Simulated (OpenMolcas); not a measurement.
# Re2+: effect of the active space

```
Program             : OpenMolcas
Method              : CASSCF or its RAS form
Basis               : ANO-RCC-VDZP
Scalar Hamiltonian  : DKH2, point nucleus
Spin-orbit coupling : RASSI with atomic mean-field integrals over the reference wave functions, term energies averaged over their components
```

A. 5 electrons in 5 orbitals (5d); 2S+1 = 6 even, 1 root; 2S+1 = 4 even, 24 roots; 2S+1 = 2 even, 75 roots; cost roughly 40 core-seconds
B. 5 electrons in 6 orbitals (5d 6s); 2S+1 = 6 even, 6 roots; 2S+1 = 4 even, 84 roots (64 in the spin-orbit step); 2S+1 = 2 even, 184 roots (127 in the spin-orbit step); cost of the order of 90 core-seconds
C. 5 electrons in 9 orbitals (RAS2 5d 6s; RAS3 6p, at most 2 electrons); 2S+1 = 6 even, 6 roots; 2S+1 = 4 even, 84 roots kept (CI in the orbitals of an earlier block); 2S+1 = 2 even, 83 roots kept (CI in the orbitals of an earlier block); 2S+1 = 6 odd, 36 roots (15 in the spin-orbit step); 2S+1 = 4 odd, 89 roots kept (CI in the orbitals of an earlier block, 31 in the spin-orbit step); 2S+1 = 2 odd, 81 roots kept (CI in the orbitals of an earlier block, 1 in the spin-orbit step); cost of the order of 120 core-seconds

Energies in cm-1 above 5d5 6S 5/2, the measured ground level; measured values from the list in Brasseur, Gamrath and Quinet, At. Data Nucl. Data Tables 157, 101636 (2024).

```json
{"Level": "5d5 6S 5/2", "A": "0.0", "B": "0.0", "C": "0.0", "Measured": "0.0"}
{"Level": "5d5 4G 7/2 [69 %]", "A": "21869", "B": "20530", "C": "21143", "Measured": "16890"}
{"Level": "5d5 4G 11/2", "A": "22400", "B": "21519", "C": "22282", "Measured": "18020"}
{"Level": "5d5 4G 9/2", "A": "22975", "B": "22032", "C": "22781", "Measured": "18346"}
{"Level": "5d5 4D 7/2 [69 %]", "A": "27762", "B": "25257", "C": "25766", "Measured": "20453"}
{"Level": "5d5 4D 1/2 [63 %]", "A": "30657", "B": "26520", "C": "26844", "Measured": ""}
{"Level": "5d5 2I 11/2", "A": "31521", "B": "30952", "C": "32246", "Measured": "26170"}
{"Level": "5d5 2I 13/2", "A": "33783", "B": "33511", "C": "34963", "Measured": "28588"}
{"Level": "5d5 4F 5/2 [55 %]", "A": "39169", "B": "36565", "C": "37074", "Measured": "30302"}
```

Deviations, from unrounded energies. A percentage is the sum of absolute deviations over the sum of measured energies, with the sign that they share, or ± where signs differ.

```json
{"Against measurement": "mean absolute deviation (cm-1)", "Levels": "7", "A": "5800", "B": "4500", "C": "5400"}
{"Against measurement": "other terms of the ground configuration (%)", "Levels": "7", "A": "+25.6", "B": "+19.9", "C": "+23.6"}
```

B lies closest to measurement on these levels and A furthest from it. The largest miss of B in the table is 5d5 4F 5/2 [55 %], by +6300 cm-1. The ranking rests on the paired levels alone, and a cruder setting can come out closer through cancelling errors.

The spin-orbit steps hold different terms of 5d5 (B lacks a 2D; C lacks a 2D, a 2G, 2P), which shifts levels as well.

Among A to C the level of the table that moves most is 5d5 4D 1/2 [63 %], by 4100 cm-1 (lowest in B, highest in A).

Without dynamic correlation excited terms often stand tens of per cent too high (terms of higher spin than the ground term too low), and those without a measured partner can miss by more than the paired ones. Configurations with an s electron lie low in 5d ions of this charge, fall among these levels and mix in, so low-spin terms can stand far too high, up to twice their true height, and weights are not those of the real levels (holds for A). Some levels mix across a computed gap that differs much from the measured one, so their mixing is not that of the real levels (holds for A; B). Some high roots are left out of the spin-orbit mixing, which shifts the levels that they would mix with (holds for B; C). Configurations are named by rounded mean occupations; where the s occupation lies near a half they are strongly mixed, a name can repeat and a true partner stay unpaired (holds for B; C). Terms from blocks run as CI alone lack orbitals of their own (holds for C). Measured partners are found by configuration, term and J. A level has none where our copy of the source lacks it or the pairing is in doubt (some pairs that miss far off the trend of their configuration count as doubtful), and it then counts in no deviation. Only configurations of the active space appear. The table leaves out levels that lie high or whose names do not pair safely across all columns.

A share in square brackets marks a mixed level and gives the weight of the term that names it, the lowest over the columns.
